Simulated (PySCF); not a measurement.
C6H11Cl.
SMILES: `ClC1CCCCC1`

Method used: PySCF, TDDFT CAM-B3LYP/def2-SVPD, vertical, gas phase, core orbitals frozen in the response. One conformer (not necessarily the lowest) at the GFN2-xTB geometry, without solvent, vibrations or thermal averaging.

Computed singlets with f of 0.002 or more:

| state | λ (nm) | f |
| --- | --- | --- |
| S1 | 167.8 | 0.0025 |
| S2 | 165.3 | 0.0033 |
| S3 | 154.8 | 0.018 |
| S4 | 152.4 | 0.026 |
| S5 | 144.7 | 0.018 |
| S6 | 143.9 | 0.026 |
| S7 | 143.0 | 0.0087 |

Problem. Turn these into Einstein A coefficients, radiative lifetimes, transition dipoles and integrated cross-sections.

Solution. A / s⁻¹ = 0.6670 f (ν̃ / cm⁻¹)² and τ = 1/A in vacuum; |μ| follows from f = (2/3) ΔE |μ|² (atomic units, 1 au = 2.5417 D); ∫σ dE = 109.76 f Mb·eV.

| state | A (s⁻¹) | τ | \|μ\| (D) | ∫σ dE (Mb·eV) |
| --- | --- | --- | --- | --- |
| S1 | 6.0×10⁶ | 170 ns | 0.30 | 0.28 |
| S2 | 8.0×10⁶ | 130 ns | 0.34 | 0.36 |
| S3 | 5.0×10⁷ | 20 ns | 0.77 | 2 |
| S4 | 7.4×10⁷ | 13 ns | 0.92 | 2.8 |
| S5 | 5.6×10⁷ | 18 ns | 0.74 | 1.9 |
| S6 | 8.3×10⁷ | 12 ns | 0.89 | 2.8 |
| S7 | 2.8×10⁷ | 35 ns | 0.51 | 0.95 |

Leading configurations: S1 H→L+1 (54%); S2 H-1→L+1 (54%); S3 H→L (75%); S4 H-1→L (76%); S5 H→L+4 (44%); S6 H-3→L (64%); S7 H-2→L (32%) (H = HOMO, L = LUMO).

These lifetimes count emission to the ground state at the vertical energy alone; relaxation of the geometry and all other decay channels are left out.

Problem. What is the integrated cross-section of all computed states together?

Solution. Σf = 0.102 over S1 to S8, so 109.76 × Σf ≈ 11.2 Mb·eV.

Problem. How much energy does a mole of photons resonant with S6 carry?

Solution. 8.615 eV × 96.485 = 831 kJ/mol (199 kcal/mol).

Problem. Which computed singlets stay under f = 0.002?

Solution. S8 (8.76 eV, f 0.0004).
